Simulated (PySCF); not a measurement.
PySCF input (M06-2X/def2-TZVPD):

```python
from pyscf import gto, scf, dft

mol = gto.M(
    atom='''
    Te    0.02798640    0.00963093    0.86948571
    Br    0.82451525   -1.70908550   -0.65426019
    Br   -0.86609505    1.69477669   -0.63754715
    ''',
    basis='def2-tzvpd',
    ecp='def2-tzvp',
    charge=1,
    spin=1,
    verbose=4,
)

mf = dft.UKS(mol, xc='m062x').density_fit(auxbasis='def2-universal-jkfit')
mf.grids.level = 4
mf.conv_tol = 1e-9
mf.max_cycle = 100
mf.max_memory = 1500
mf.kernel()
if not mf.converged:
    mf = mf.newton()
    mf.kernel(mf.make_rdm1())
for _ in range(2):
    mo, _, stable, _ = mf.stability(return_status=True)
    if stable:
        break
    mf.kernel(mf.make_rdm1(mo, mf.mo_occ))
mf.analyze()
```

Output:

```
ECP def2-tzvp not found for  Br
PySCF version 2.14.0

[INPUT] verbose = 4
[INPUT] num. atoms = 3
[INPUT] num. electrons = 93
[INPUT] charge = 1
[INPUT] spin (= nelec alpha-beta = 2S) = 1
[INPUT] symmetry False subgroup None
[INPUT] Mole.unit = angstrom
[INPUT] Symbol           X                Y                Z      unit          X                Y                Z       unit  Magmom
[INPUT]  1 Te     0.027986400000   0.009630930000   0.869485710000 AA    0.052886631213   0.018199820025   1.643089861123 Bohr   0.0
[INPUT]  2 Br     0.824515250000  -1.709085500000  -0.654260190000 AA    1.558108008027  -3.229703518465  -1.236372573306 Bohr   0.0
[INPUT]  3 Br    -0.866095050000   1.694776690000  -0.637547150000 AA   -1.636682442341   3.202663786397  -1.204789504997 Bohr   0.0

nuclear repulsion = 536.247560838931
number of shells = 57
number of NR pGTOs = 325
number of NR cGTOs = 173
basis = def2-tzvpd
ecp = def2-tzvp

******** <class 'pyscf.df.df_jk.DFUKS'> ********
method = DFUKS
initial guess = minao
damping factor = 0
level_shift factor = 0
DIIS = <class 'pyscf.scf.diis.CDIIS'>
diis_start_cycle = 1
diis_space = 8
diis_damp = 0
SCF conv_tol = 1e-09
SCF conv_tol_grad = None
SCF max_cycles = 100
direct_scf = False
number electrons alpha = 47  beta = 46
XC library pyscf.dft.libxc version 7.1.2
    S. Lehtola, C. Steigemann, M. J. T. Oliveira, and M. A. L. Marques,  SoftwareX 7, 1–5 (2018)
XC functionals = m062x
    Y. Zhao and D. G. Truhlar,  Theor. Chem. Acc. 120, 215 (2008)
    Y. Zhao and D. G. Truhlar,  Theor. Chem. Acc. 120, 215 (2008)
radial grids:
    Treutler-Ahlrichs [JCP 102, 346 (1995); DOI:10.1063/1.469408] (M4) radial grids

becke partition: Becke, JCP 88, 2547 (1988); DOI:10.1063/1.454033
pruning grids: <function nwchem_prune>
grids dens level: 4
symmetrized grids: False
atomic radii adjust function: <function treutler_atomic_radii_adjust>
small_rho_cutoff = 0
Set gradient conv threshold to 3.16228e-05
tot grids = 91960
******** <class 'pyscf.df.df.DF'> ********
auxbasis = def2-universal-jkfit
init E= -5372.62651159597
  alpha nocc = 47  HOMO = -0.638360468364101  LUMO = -0.573231700027232
  beta  nocc = 46  HOMO = -0.647548764404857  LUMO = -0.638360468364103

WARN: HOMO -0.638360468364101 >= LUMO -0.638360468364103

[...]
  beta  nocc = 46  HOMO = -0.564738930700274  LUMO = -0.336219718219462
  HOMO = -0.523919099671  LUMO = -0.336219718219  gap/eV = 5.10756
Extra cycle  E= -5416.06410225061  delta_E= -7.91e-11  |g|= 5.91e-06  |ddm|= 2.1e-05
converged SCF energy = -5416.06410225061  <S^2> = 0.76046495  2S+1 = 2.0104377
uhf_internal: lowest eigs of H = [0.19804416 0.21495563 0.2211804 ]
<class 'pyscf.df.df_jk.DFUKS'> wavefunction is stable in the internal stability analysis
**** SCF Summaries ****
Total Energy =                       -5416.064102250614269
Nuclear Repulsion Energy =             536.247560838931122
One-electron Energy =                -8681.332128011095847
Two-electron Energy =                 2729.020464921550683
Two-electron Coulomb Energy =         2932.282626001797325
DFT Exchange-Correlation Energy =     -203.262161080246585
HOMO-LUMO gap [eV] =                     5.107560324388537
**** MO energy ****
                             alpha | beta                alpha | beta
MO #1   energy= -485.606646157865  | -485.606244344493  occ= 1 | 1
MO #2   energy= -485.606643671582  | -485.606241853431  occ= 1 | 1
MO #3   energy= -63.5905358378595  | -63.590333136895   occ= 1 | 1
MO #4   energy= -63.5905338447609  | -63.5903310831187  occ= 1 | 1
MO #5   energy= -57.4098837857578  | -57.4100525107686  occ= 1 | 1
MO #6   energy= -57.409879890656   | -57.4100486545439  occ= 1 | 1
MO #7   energy= -57.4080526970808  | -57.4073512657399  occ= 1 | 1
MO #8   energy= -57.4080503270379  | -57.4073478089971  occ= 1 | 1
MO #9   energy= -57.407426787912   | -57.4069944332487  occ= 1 | 1
MO #10  energy= -57.4074233103907  | -57.4069918552618  occ= 1 | 1
MO #11  energy= -9.25620238791617  | -9.25567281226113  occ= 1 | 1
MO #12  energy= -9.25620030327206  | -9.25567012538789  occ= 1 | 1
MO #13  energy= -7.07977029689011  | -7.08017568349193  occ= 1 | 1
MO #14  energy= -7.07976883831157  | -7.08017423963721  occ= 1 | 1
MO #15  energy= -7.07202863565952  | -7.07035184246549  occ= 1 | 1
MO #16  energy= -7.07202607864773  | -7.07035166471204  occ= 1 | 1
MO #17  energy= -7.07049583490808  | -7.06977087910696  occ= 1 | 1
MO #18  energy= -7.07049556906022  | -7.0697678537085   occ= 1 | 1
MO #19  energy= -6.84610523537822  | -6.84368289813496  occ= 1 | 1
MO #20  energy= -4.94776332526918  | -4.94734440060129  occ= 1 | 1
MO #21  energy= -4.94734185542335  | -4.94363131402594  occ= 1 | 1
MO #22  energy= -4.94393575510833  | -4.93959560616978  occ= 1 | 1
MO #23  energy= -3.1136298009062   | -3.11354895200646  occ= 1 | 1
MO #24  energy= -3.11362961012966  | -3.11354691745456  occ= 1 | 1
MO #25  energy= -3.11086709379147  | -3.11025173752486  occ= 1 | 1
MO #26  energy= -3.11085851092008  | -3.11024167189092  occ= 1 | 1
MO #27  energy= -3.11001492878324  | -3.11019644623728  occ= 1 | 1
MO #28  energy= -3.11000683988198  | -3.11018857963948  occ= 1 | 1
MO #29  energy= -3.10211845367209  | -3.10125021002705  occ= 1 | 1
MO #30  energy= -3.10211303512144  | -3.10124794640413  occ= 1 | 1
MO #31  energy= -3.1020953723766   | -3.10124489678425  occ= 1 | 1
MO #32  energy= -3.10209263510845  | -3.10123999462913  occ= 1 | 1
MO #33  energy= -2.0691925540915   | -2.0666369928709   occ= 1 | 1
MO #34  energy= -2.06788693817663  | -2.06516035443526  occ= 1 | 1
MO #35  energy= -2.06712069351674  | -2.06130537257775  occ= 1 | 1
MO #36  energy= -2.06461076091854  | -2.05838823700479  occ= 1 | 1
MO #37  energy= -2.06371941731386  | -2.05799328618022  occ= 1 | 1
MO #38  energy= -1.12689502726977  | -1.11024379131048  occ= 1 | 1
MO #39  energy= -1.07775162554367  | -1.07295511314453  occ= 1 | 1
MO #40  energy= -0.942436096167683 | -0.894273625323493 occ= 1 | 1
MO #41  energy= -0.67808145083082  | -0.670635572653479 occ= 1 | 1
MO #42  energy= -0.650924605198039 | -0.641550004029551 occ= 1 | 1
MO #43  energy= -0.645786950386035 | -0.598543270039705 occ= 1 | 1
MO #44  energy= -0.582834722339778 | -0.571385796652824 occ= 1 | 1
MO #45  energy= -0.574965192852794 | -0.566424202023275 occ= 1 | 1
MO #46  energy= -0.565760389731788 | -0.564738930700274 occ= 1 | 1
MO #47  energy= -0.523919099670835 | -0.336219718219462 occ= 1 | 0
MO #48  energy= -0.286035952291042 | -0.268790780188403 occ= 0 | 0
MO #49  energy= -0.273897700018115 | -0.261176178730922 occ= 0 | 0
MO #50  energy= -0.137792775059776 | -0.145429162010578 occ= 0 | 0
MO #51  energy= -0.106114613516349 | -0.103985415791445 occ= 0 | 0
MO #52  energy= -0.105064797731628 | -0.103361423631796 occ= 0 | 0
MO #53  energy= -0.101743630401209 | -0.100598891217757 occ= 0 | 0
MO #54  energy= -0.0905134998169275 | -0.0910441838432025 occ= 0 | 0
MO #55  energy= -0.0863119952993655 | -0.0827924175478471 occ= 0 | 0
MO #56  energy= -0.0791267184156282 | -0.0787255297913172 occ= 0 | 0
MO #57  energy= -0.0780582615376071 | -0.0749642291292747 occ= 0 | 0
MO #58  energy= -0.0646392721916518 | -0.0635255019150351 occ= 0 | 0
MO #59  energy= -0.0590029107834068 | -0.0554676173859821 occ= 0 | 0
MO #60  energy= -0.048935457701409 | -0.0481666013988185 occ= 0 | 0
MO #61  energy= -0.04566453358774  | -0.0389755914913042 occ= 0 | 0
MO #62  energy= -0.037391223161687 | -0.0379866545523758 occ= 0 | 0
MO #63  energy= -0.0352519406834704 | -0.0346767308391189 occ= 0 | 0
MO #64  energy= -0.00481000160206582 | -0.00436096839753064 occ= 0 | 0
MO #65  energy= 0.00154453450556222 | 0.000187859849552163 occ= 0 | 0
MO #66  energy= 0.0030242405215071 | 0.00417022401897746 occ= 0 | 0
MO #67  energy= 0.0128768690427684 | 0.0153002597424339 occ= 0 | 0
MO #68  energy= 0.0314801299706571 | 0.0225705238308862 occ= 0 | 0
MO #69  energy= 0.04830964377247   | 0.0474502887255859 occ= 0 | 0
MO #70  energy= 0.0485385254210575 | 0.0513210679365541 occ= 0 | 0
MO #71  energy= 0.0561663655514079 | 0.0538193605477869 occ= 0 | 0
MO #72  energy= 0.0580019783290468 | 0.0573108312403134 occ= 0 | 0
MO #73  energy= 0.0632555538213864 | 0.0631509215310337 occ= 0 | 0
MO #74  energy= 0.0751008465336644 | 0.0703537059704162 occ= 0 | 0
MO #75  energy= 0.0836025738695751 | 0.0753634480230293 occ= 0 | 0
MO #76  energy= 0.0848933028140282 | 0.0859152110752427 occ= 0 | 0
MO #77  energy= 0.114484954185987  | 0.115208565237593  occ= 0 | 0
MO #78  energy= 0.125252571674951  | 0.13631009849515   occ= 0 | 0
MO #79  energy= 0.152946880332392  | 0.151161562634746  occ= 0 | 0
MO #80  energy= 0.155922109045097  | 0.16714313355901   occ= 0 | 0
MO #81  energy= 0.156047832451228  | 0.168971676119373  occ= 0 | 0
MO #82  energy= 0.177541319355697  | 0.16966820363017   occ= 0 | 0
MO #83  energy= 0.1783661666002    | 0.180784416841819  occ= 0 | 0
MO #84  energy= 0.235868241464976  | 0.236958354094375  occ= 0 | 0
MO #85  energy= 0.257839463889897  | 0.256158749911047  occ= 0 | 0
MO #86  energy= 0.259101693706578  | 0.259020405943393  occ= 0 | 0
MO #87  energy= 0.262246669373635  | 0.259692591612941  occ= 0 | 0
MO #88  energy= 0.284138549047605  | 0.283414429325274  occ= 0 | 0
MO #89  energy= 0.292200764640481  | 0.293229555186105  occ= 0 | 0
MO #90  energy= 0.301146186562965  | 0.303782356233886  occ= 0 | 0
MO #91  energy= 0.305726905153967  | 0.30748833974287   occ= 0 | 0
MO #92  energy= 0.314924383895196  | 0.316722209203575  occ= 0 | 0
MO #93  energy= 0.319302087397289  | 0.317583161153641  occ= 0 | 0
MO #94  energy= 0.329456239746138  | 0.333984868973664  occ= 0 | 0
MO #95  energy= 0.345710159348805  | 0.35619872610711   occ= 0 | 0
MO #96  energy= 0.352335704758351  | 0.359404059608479  occ= 0 | 0
MO #97  energy= 0.378699627659811  | 0.38358021524175   occ= 0 | 0
MO #98  energy= 0.385791647200697  | 0.389805901253385  occ= 0 | 0
MO #99  energy= 0.411526531449316  | 0.416193292584023  occ= 0 | 0
MO #100 energy= 0.476794577782333  | 0.479024191113019  occ= 0 | 0
MO #101 energy= 0.502758520181585  | 0.50683977882566   occ= 0 | 0
MO #102 energy= 0.571567317812191  | 0.596619375932136  occ= 0 | 0
MO #103 energy= 0.618896074451665  | 0.644541543980232  occ= 0 | 0
MO #104 energy= 0.632882474547734  | 0.653572996171054  occ= 0 | 0
[...]
```
